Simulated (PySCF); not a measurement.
SMILES COc1cc[c]cc1, doublet at its GFN2-xTB optimised geometry (Å):

```
15

C      0.8315     2.4959    -0.0029
O      1.4661     1.2412     0.0000
C      0.6896     0.1170     0.0000
C      1.3903    -1.0910     0.0000
C      0.7050    -2.2973     0.0001
C     -0.6599    -2.2451     0.0003
C     -1.3896    -1.0966     0.0002
C     -0.7006     0.1170     0.0000
H      1.6347     3.2313    -0.0023
H      0.2164     2.6346    -0.8982
H      0.2128     2.6372     0.8896
H      2.4691    -1.0642     0.0000
H      1.2454    -3.2313     0.0001
H     -2.4691    -1.1006     0.0005
H     -1.2661     1.0359     0.0000
```

Method: unrestricted PBE0/def2-TZVP in PySCF. Cells within 0.4 Å of a nucleus heavier than hydrogen are left out (blank, or x).

Map of the spin density (e/bohr³) on the plane z = 0.0 Å:

```
|000000000000000000000000000|
|000000000000000000000000000|
|000000000000000000000000000|
|000000000000000000000000000|
|000000000000000000000000000|
|000000000000000000000000000|
|000000000000000000000000000|
|000000000000000x00000000000|
|000000000000000x00000000000|
|000000000000000000000000000|
|0000000000000000xx000000000|
|000000000000000000000000000|
|00000000000x000x00000000000|
|00000000001xx0xx00000000000|
|000000000011000000000000000|
|000000000xx00000xx000000000|
|000000010xx11000xx000000000|
|000000000003520010000000000|
|00000000002xx2xx00000000000|
|00000000029xx0xx00000000000|
|000000000159500000000000000|
|000000000012100010000000000|
|000000000000000000000000000|
|000000000000000000000000000|
|000000000000000000000000000|
|000000000000000000000000000|
|000000000000000000000000000|
```
Scale: ten equal steps from -0.003 (start of '0') to 0.077 (end of '9'), in the order '0123456789'; x runs from -5.50 to 5.50, y from -5.50 (bottom) to 5.50 (top).
